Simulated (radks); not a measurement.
Results of a calculation; reference values are marked as such.
Ionisation of neutral strontium, [Kr] 5s2, to Sr+, [Kr] 5s1, under several functionals. Scalar-relativistic Kohn-Sham, spin-polarised, spherical densities, point nucleus; open shells are filled with parallel spins first (spin-orbit coupling, left out, can overturn this in heavy ions); a radial shooting solver on a logarithmic mesh with Libxc functionals.

functional,E(Sr) (hartree),Exc (hartree),IE (eV),-e(HOMO) (eV),<r> HOMO (bohr),IE error (eV)
SOGGA,-3177.29281,-102.69040,5.560,3.464,4.337,-0.135
OLYP,-3180.80915,-106.32508,5.514,3.247,4.416,-0.181
exchange-only LDA,-3172.36670,-97.69088,4.830,2.843,4.409,-0.865
B86b exchange with PBE correlation,-3179.98569,-105.41986,5.703,3.544,4.323,+0.008
RPBE,-3179.74967,-105.18140,5.667,3.485,4.377,-0.028
exchange-only B88,-3178.13821,-103.54045,4.958,2.934,4.426,-0.737

NIST Atomic Spectra Database: 5.695 eV (measured). Closest: B86b exchange with PBE correlation. The Delta-SCF values span 0.87 eV, the total energies 8.44 hartree. The highest occupied level is 5s.
